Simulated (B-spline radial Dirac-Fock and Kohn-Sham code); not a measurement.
# Tc 5s: cross section and angular parameters

System: the Tc atom, configuration [Kr] 4d5 5s2; threshold 6.81 eV (orbital energy of the model). Model: Dirac-Hartree-Slater photoionisation with a Latter tail; cross sections with all multipoles, angular parameters from the dipole term and its interference with E2. Program: a radial B-spline solver.

The run's input, task.json:

```json
{"items": [{
  "Z": 43,
  "q": 0,
  "cfg": [[1, 0, 2], [2, 0, 2], [2, 1, 6], [3, 0, 2], [3, 1, 6], [3, 2, 10], [4, 0, 2], [4, 1, 6], [4, 2, 5], [5, 0, 2]],
  "A": 97,
  "rrms": 4.4112,
  "do": "xps",
  "hv": [60, 62.0, 62.7, 85.5, 100, 177.0, 200, 268.0, 273.0, 399.0, 400, 445.0, 522.0, 725.0, 757.0, 1010.0, 1253.6, 1570.0, 1830.0, 2000, 2050.0, 3130.0, 3610.0, 3710.0, 4160.0, 5120.0, 8047.8, 9070.0, 13700.0, 15000],
  "edges": {"K": 21044.0, "L1": 3043.0, "L2": 2793.0, "L3": 2677.0, "M1": 544.0, "M2": 447.6, "M3": 417.7, "M4": 257.6, "M5": 253.9, "N1": 69.5}
}]}
```

Run with: `python xray2_run.py task.json out`

```
hν (eV)   σ (kb)      β       γ
     60     63.3  1.973   0.067
     62     61.7  1.974   0.075
   62.7     61.1  1.974   0.078
   85.5     44.9  1.981   0.146
    100     37.3  1.983   0.174
    177     17.7  1.988   0.241
    200     15.0  1.989   0.249
    268     9.89  1.991   0.257
    273     9.62  1.991   0.257
    399     5.41  1.992   0.236
    400     5.39  1.992   0.236
    445        ?      ?       ?
    522     3.51  1.993   0.199
    725     2.02  1.994   0.131
    757     1.88  1.994   0.121
   1010     1.14  1.995   0.051
 1253.6    0.782  1.995  -0.001
   1570    0.524  1.995  -0.048
   1830    0.396  1.996  -0.071
   2000    0.337  1.996  -0.080
   2050    0.322  1.996  -0.082
   3130    0.144  1.996  -0.057
   3610    0.109  1.996  -0.019
   3710    0.103  1.996  -0.009
   4160   0.0819  1.996   0.037
   5120   0.0537  1.996   0.151
 8047.8   0.0207  1.996   0.543
   9070   0.0159  1.996   0.682
  13700  0.00625  1.995   1.265
  15000  0.00506  1.995   1.415
```

Q: Give the values at 445 eV.

A: σ = 4.55 kb, β = 1.993, γ = 0.223. For an s subshell δ is negligible.

Values without a named source are computed, but for edge energies of neutral atoms, which are taken from tables.
